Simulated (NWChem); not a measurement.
BeI2; SMILES [I][Be][I]

All runs: NWChem. Structure relaxed at the PBE0/def2-SVP (def2 core potentials past Kr) level.

Q: Predict the results for TPSS/STO-3G (all-electron, non-relativistic). Quantities: highest occupied level (eV); orbital gap (eV).

A: 
```
Quantity                     Value
---------------------------  -----
highest occupied level (eV)  -4.80
orbital gap (eV)              5.77
```
